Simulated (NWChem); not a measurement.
## Extrapolating the CCSD correlation energy of F2Mg

```xyz
3

Mg     0.0000     0.0000     0.0000
F      0.0000     0.0000     1.7682
F      0.0000     0.0000    -1.7682
```
Charge 0, spin multiplicity 1.

Everything below was run with NWChem. All single points use one geometry, from PBE/def2-SVP, a minimum by its harmonic frequencies.

The correlated methods keep 7 core orbitals frozen. The structure started from a generated list of species. Coupled-cluster values serve here as a point of comparison, not as the truth.

Worked example. The CCSD correlation energy is -413.85 mHa in cc-pVDZ and -551.17 mHa in cc-pVTZ. The form E(X) = E∞ + A/X³ turns the pair into an estimate of the basis-set limit.

E∞ = (3³·(-551.17) − 2³·(-413.85))/(3³ − 2³) = -609.0 mHa. The larger basis holds 91 % of that. This is a two-point estimate, and a rough one from so small a pair.
